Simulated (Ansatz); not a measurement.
H₅P₂, SMILES [PH3+]P, charge +1.

Coordinates come from a PBE-D3(BJ)/def2-TZVP optimisation. The isomer is the one that the SMILES or the coordinates give; other isomers of the formula were not compared.

Two levels are set side by side: PBE/def2-TZVPD (Ansatz, a program for electronic structure) and CAM-B3LYP/def2-TZVPD (Ansatz). Energy differences of separate SCF runs at the same geometry; the states with an electron removed or added have multiplicity 2 and 2. Differences are taken from unrounded values.

| quantity | CAM-B3LYP |
|---|---|
| vertical ionisation energy (eV) | 16.40 |
| vertical electron affinity (eV) | 4.51 |
| vertical singlet–triplet gap (eV) | 5.11 |

Question: What does PBE give, and how far is it from CAM-B3LYP? (Estimate from the structure and the level; the computed values follow.)

Answer: 
| quantity | PBE | PBE minus CAM-B3LYP |
|---|---|---|
| vertical ionisation energy (eV) | 16.32 | -0.09 |
| vertical electron affinity (eV) | 4.68 | 0.16 |
| vertical singlet–triplet gap (eV) | 4.92 | -0.18 |
